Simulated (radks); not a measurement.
Ionisation of neutral tellurium, [Kr] 4d10 5s2 5p4, to [Kr] 4d10 5s2 5p3 as the strength of local exchange is varied. All-electron calculation, scalar-relativistic Kohn-Sham, Slater X-alpha exchange (alpha = 2/3 is LDA exchange), no correlation, spin-polarised, spherical densities, point nucleus; open shells are filled with parallel spins first (spin-orbit coupling, left out, can overturn this in heavy ions). Program: a radial shooting solver on a logarithmic mesh with Libxc functionals.

\begin{tabular}{lrrrrr}
alpha & E(Te) (hartree) & exchange (hartree) & IE (eV) & -e of the level emptied (eV) & <r> of it (bohr) \\ \hline
0.576 & -6761.46021 & -141.94957 & 6.855 & 3.581 (5p) & 2.825 \\
0.667 & -6783.97778 & -164.90639 & 7.467 & 4.152 (5p) & 2.751 \\
0.732 & -6800.10623 & -181.39235 & 7.922 & 4.582 (5p) & 2.701 \\
0.877 & -6836.21846 & -218.43322 & 8.990 & 5.606 (5p) & 2.598 \\
0.915 & -6845.71278 & -228.20081 & 9.281 & 5.889 (5p) & 2.573 \\
0.922 & -6847.46311 & -230.00283 & 9.336 & 5.942 (5p) & 2.569 \\
0.951 & -6854.71905 & -237.47740 & 9.562 & 6.163 (5p) & 2.550 \\
1.01 & -6869.50381 & -252.72924 & 10.031 & 6.622 (5p) & 2.514 \\
\end{tabular}

NIST Atomic Spectra Database: 9.010 eV (measured). The Delta-SCF value meets it near alpha = 0.88. Open shells are spherical and high-spin; term and fine-structure splittings are not resolved. Spin-orbit splitting is averaged out at the scalar-relativistic level.
